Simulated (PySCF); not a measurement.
# Electron correlation in Er³⁹⁺ (erbium, charge +39)

Starting occupation: [Ar] 3d10 4s1, 4s1/2 with m_j = +1/2. Calculation: PySCF 2.14, in an even-tempered Gaussian basis (16 s from 4.6 bohr⁻², ratio 2.8; 13 p from 5.9 bohr⁻², ratio 2.8; 8 d from 11 bohr⁻², ratio 2.8; 4 f from 24 bohr⁻², ratio 3); X2C-1e with screened-nucleus spin-orbit coupling, Gaussian nucleus. Frozen: [Ne]; 19 electrons correlated; the 72 highest virtual spinors left out.

MP2 pair energies summed by pair of shells (mhartree):

```
       pair   energy  share (%)
3d3/2-3d5/2  -186.62       25.8
3d5/2-3d5/2  -131.55       18.2
3d5/2-3p3/2   -66.47        9.2
3d3/2-3d3/2   -56.71        7.8
3d3/2-3p3/2   -45.17        6.2
3d5/2-3p1/2   -33.25        4.6
3d5/2-3s1/2   -26.25        3.6
3p1/2-3p3/2   -25.82        3.6
3d5/2-4s1/2   -25.25        3.5
3p3/2-3p3/2   -25.15        3.5
3d3/2-3p1/2   -21.65        3.0
3d3/2-3s1/2   -17.74        2.4
3d3/2-4s1/2   -16.35        2.3
3p3/2-3s1/2   -14.02        1.9
3p3/2-4s1/2    -8.72        1.2
3p1/2-3s1/2    -7.41        1.0
3p1/2-3p1/2    -6.29        0.9
3s1/2-3s1/2    -3.93        0.5
3p1/2-4s1/2    -3.58        0.5
3s1/2-4s1/2    -2.07        0.3
```

Total MP2 correlation energy: -723.99 mhartree.

At this charge the one-electron X2C treatment keeps the bare 1/r₁₂, with no two-electron picture change or Breit term. The effect here is smaller than on the frozen 1s shell.
